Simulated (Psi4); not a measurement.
Noncovalent pair: SiH4 (SMILES [SiH4]) (first 5 atoms) with PH3 (SMILES P); geometry from B3LYP-D3(BJ)/def2-TZVP.
(charge 0, multiplicity 1):
```
atom    x (Å)    y (Å)    z (Å)
----  -------  -------  -------
Si    -0.1334   0.0522   0.1652
H     -1.4945  -0.3541   0.5800
H     -0.0649   0.1031  -1.3134
H      0.8517  -0.9303   0.6690
H      0.1741   1.3900   0.7176
P     -0.3252  -0.0900   4.2736
H      0.8474   0.2794   3.5665
H     -0.5626  -1.2237   3.4549
H     -1.1605   0.7512   3.4950
```

The numbers are results of SAPT0/jun-cc-pV(D+d)Z run with Psi4, not measurements.

Q: Which attractive term is largest, and how does the interaction split up?

A: electrostatics -3.0, exchange 7.8, induction -0.8, dispersion -4.7, total -0.8 kJ/mol; the largest attraction is dispersion.
